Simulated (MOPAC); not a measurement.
MOPAC input (PM3):

```
PM3 1SCF UHF MS=0.5 GEO-OK AUX(PRECISION=9) THREADS=1
HCl2Si

Cl   -0.04437200 1   -1.69641600 1    0.34948200 1
Si   -0.52029800 1    0.06652000 1   -0.60843400 1
Cl    0.47565000 1    1.64401700 1    0.26999700 1
H    -0.04755000 1   -0.04049800 1   -2.01305800 1
```

From the output:

```
                                                       MOPAC v23.2.5 Linux

          FINAL HEAT OF FORMATION =        -48.04953 KCAL/MOL =    -201.03924 KJ/MOL

          COSMO AREA              =        113.25 SQUARE ANGSTROMS
          COSMO VOLUME            =        102.41 CUBIC ANGSTROMS

          IONIZATION POTENTIAL    =          8.493749 EV
          ALPHA SOMO LUMO (EV)    =         -8.494 -0.584
          BETA  SOMO LUMO (EV)    =        -10.559 -2.401
          NO. OF ALPHA ELECTRONS  =         10
          NO. OF BETA  ELECTRONS  =          9
          MOLECULAR WEIGHT        =         99.9994         POINT GROUP:  Cs

          MOLECULAR DIMENSIONS (Angstroms)

            Atom       Atom       Distance
           Cl     3   Cl     1     3.38160
            H     4   Cl     1     2.33770
           Cl     3   Si     2     0.63561

          SCF CALCULATIONS        =          1

   ATOM   CHEMICAL          X               Y               Z
  NUMBER   SYMBOL      (ANGSTROMS)     (ANGSTROMS)     (ANGSTROMS)

     1      Cl         -0.04437200  *  -1.69641600  *   0.34948200  *
     2      Si         -0.52029800  *   0.06652000  *  -0.60843400  *
     3      Cl          0.47565000  *   1.64401700  *   0.26999700  *
     4       H         -0.04755000  *  -0.04049800  *  -2.01305800  *

                             CARTESIAN COORDINATES

   1   Cl       -0.044372000    -1.696416000     0.349482000
   2   Si       -0.520298000     0.066520000    -0.608434000
   3   Cl        0.475650000     1.644017000     0.269997000
   4    H       -0.047550000    -0.040498000    -2.013058000

           Empirical Formula: H Cl2 Si  =     4 atoms

      MOLECULAR POINT GROUP   :   Cs

          ALPHA EIGENVALUES
 -55.57489 -55.29325 -15.50605 -13.31239 -12.82171 -11.96451 -11.10615 -10.89431
 -10.64974  -8.49375  -0.58433  -0.19039   0.99936

           BETA EIGENVALUES
 -55.37738 -55.10028 -15.24120 -13.01953 -12.66384 -11.57169 -10.97445 -10.90439
 -10.55916  -2.40052  -0.30920   0.48012   1.73965

              NET ATOMIC CHARGES AND DIPOLE CONTRIBUTIONS

  ATOM NO.   TYPE          CHARGE      No. of ELECS.   s-Pop       p-Pop
    1         Cl          -0.288309        7.2883     1.96976     5.31854
    2         Si           0.724888        3.2751     1.22112     2.05399
    3         Cl          -0.288309        7.2883     1.96976     5.31854
    4          H          -0.148269        1.1483     1.14827
 DIPOLE           X         Y         Z       TOTAL
 POINT-CHG.    -2.375     0.333    -1.543     2.851
 HYBRID         1.149    -0.183    -0.192     1.179
 SUM           -1.226     0.150    -1.735     2.130

          ATOMIC ORBITAL ELECTRON POPULATIONS

     Atom    s        px        py        pz
    1 Cl   1.96976   1.89432   1.56247   1.86176
    2 Si   1.22112   0.73170   0.57949   0.74280
    3 Cl   1.96976   1.80020   1.63881   1.87954
    4  H   1.14827

                    (SZ)    =    0.500000
                    (S**2)  =    0.756728

          ATOMIC ORBITAL SPIN POPULATIONS

    Atom   Total    s     px     py     pz
         Atomic
    1 Cl  0.0605  0.001  0.068  0.006 -0.015
    2 Si  0.8080  0.278  0.476  0.034  0.021
    3 Cl  0.0605  0.001  0.092 -0.018 -0.013
    4  H  0.0709  0.071

 **********************
 *                    *
 * JOB ENDED NORMALLY *
 *                    *
 **********************

 == MOPAC DONE ==
```

The geometry given is a B3LYP-D3(BJ)/def2-TZVP minimum.
